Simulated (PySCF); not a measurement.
These are PBE-D3(BJ)/def2-TZVP // PBE0-D3(BJ)/def2-SVP (PySCF 2.14.0) values and carry that method's errors. Isolated molecules, 0 K electronic values unless said otherwise. One relaxed conformer stands for a flexible species; it need not be the lowest. Excitations are Tamm–Dancoff values on a coarser integration grid. The basis has no diffuse functions, so Rydberg states are missing or too high.

Reference species (SMILES): `B[C@H]1CC[C@H](C#N)CC1` (neutral, multiplicity 1).

```yaml
T1 excitation (TDA): 4.42 eV
HOMO–LUMO gap: 4.74 eV
```

Changed species: `B[C@@H]1CCC[C@H](C#N)C1`.

**Question.** Predict the effect on the T1 excitation (TDA) and HOMO–LUMO gap.

**Answer.** the T1 excitation (TDA) goes up by 0.42 eV, to 4.84 eV; the HOMO–LUMO gap rises by 0.47 eV, to 5.21 eV.
